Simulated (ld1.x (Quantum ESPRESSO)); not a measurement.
## Before and after: TM potential for ruthenium

```
Element                 : Ru (Z = 44)
Generator               : ld1.x (Quantum ESPRESSO) 7.5
Type                    : norm-conserving Troullier–Martins (Kleinman–Bylander form)
Functional              : LDA (PZ)
Relativity              : scalar-relativistic
Frozen core             : [Kr]
Valence charge          : 8
Reference configuration : 4d6.5 5s0 5p0 (charge +1.5)
Partial waves           : 5s (bound, empty): rc 2.60 bohr; 5p (bound, empty): rc 2.65 bohr; 4d (bound): rc 1.45 bohr
Local potential         : all-electron potential smoothed inside 2.15 bohr (lloc = -2)
Core correction         : Bessel-smoothed model core inside 0.70 bohr
```

All-electron outer shells of the reference configuration (LDA (PZ), scalar-relativistic, ld1.x):

```csv
shell,level (eV),outermost node (bohr),outermost maximum (bohr)
4p,-60.04,0.49,0.98
4d,-18.36,0.48,1.21
5s,-14.96,1.23,2.50
5p,-9.77,1.38,3.01
```

Change: wave 4d (bound): rc 1.45 bohr becomes 4d (bound): rc 2.18 bohr.

Cutoffs: the cutoffs (Ry, on a coarse ladder) from which the occupation-weighted sum of valence levels, in a spherical-Bessel basis at the reference potential, stays within 10 and 1 mRy of its value at 400 Ry; they do not see the model core or the augmentation charge, which bear on the density cutoff. Errors are all-electron minus pseudo energies relative to the spin-unpolarised reference configuration.

Problem. How do hardness, ghosts and transferability respond?

Solution. The potential gets softer (55 Ry and 70 Ry → 40 Ry and 50 Ry); of the 9 tests that both files solve, the error grows in 3 and shrinks in 1 by more than 15 % and 0.3 meV (median size 33.6 → 61.6 meV); neither file shows a bound ghost. A larger radius leaves more room for a smooth pseudo-wave, so fewer plane waves are needed.

```tsv
quantity	base	changed
cutoff, loose	55 Ry	40 Ry
cutoff, tight	70 Ry	50 Ry
bound ghosts	none	none
error for 4d7 5s1 5p0, meV [ΔE -15.38 eV]	-0.6	-1.2
error for 4d7 5s0 5p0, meV [ΔE -7.77 eV]	-16	-16
error for 4d6 5s0 5p0, meV [ΔE 10.67 eV]	-26	-24
error for 4d6 5s1 5p1, meV [ΔE -9.73 eV]	-71	-62
error for 4d4 5s0 5p0, meV [ΔE 86.23 eV]	-1115	-988
error for 4d6 5s2 5p0, meV [ΔE -13.77 eV]	-82	-69
error for 4d8 5s0 5p0, meV [ΔE -15.65 eV]	-78	-78
error for 4d6.5 5s0 5p0 (spin-polarised), meV [ΔE -1.80 eV]	+34	+75
error for 4d7 5s1 5p0 (spin-polarised), meV [ΔE -17.03 eV]	+32	+59
s: phases at 2.88 bohr within 0.05 rad from the reference energy up to (Ry; the scan ends near 5)	-0.0	-0.0
p: phases at 2.88 bohr within 0.05 rad from the reference energy up to (Ry; the scan ends near 5)	0.3	0.3
d: phases at 2.88 bohr within 0.05 rad from the reference energy up to (Ry; the scan ends near 5)	0.4	0.4
```
